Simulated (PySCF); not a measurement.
An unknown shows these calculated signals:

1H NMR (400 MHz, computed): δ 12.37 (t, 1H), 6.23 (q, 1H), 4.84 (d, 2H), 2.23 (d, 3H).

13C{1H} NMR (computed): δ 247.2 (CH), 137.7 (CH), 130.5 (C), 120.3 (C), 15.0 (CH3).

[PySCF 2.14: geometry from GFN2-xTB; GIAO PBE0/pcSseg-1 shieldings; in vacuum; one computed conformer; non-relativistic Hamiltonian; averaged over atoms made equivalent by symmetry, fast rotation or ring inversion]

Referencing at the same level of theory: 1H (σref 31.72), 13C (σref 186.93) against TMS.

**Question.** Which of these does the molecule contain: a Si–H bond, a carboxylic acid, a nitrile, an amide, a non-aromatic C=C double bond, a CF3 group?

**Answer.** 
- A Si–H bond: yes (δH 4.84 (d)).
- A carboxylic acid: no.
- A nitrile: yes (δC 120.3).
- An amide: no.
- A non-aromatic C=C double bond: yes.
- A CF3 group: no.

The data belong to SMILES C/C=C(/C#N)O[SiH2]C=O, C$_{5}$H$_{7}$NO$_{2}$Si; they needn't prove each group on their own.

Carbon signals by region: 1 in the far downfield region (above 160 ppm), 3 in the sp2 and nitrile region (100–160 ppm), 1 below 50 ppm. Above 160 ppm: 247.2, carbonyl carbon.

Shifts are as computed. Against solution values, carbons near 30 ppm lie about +3 ppm off and those near 130 ppm about +5 ppm. Of 1309 compounds with measured shifts, 239 miss one by over three times the rms of a fit or turn the order of signals round; such compounds aren't used in these exercises. Multiplicities follow the n + 1 count of equivalent neighbours, as no J values were calculated; m marks all less simple cases, F and P coupling included.
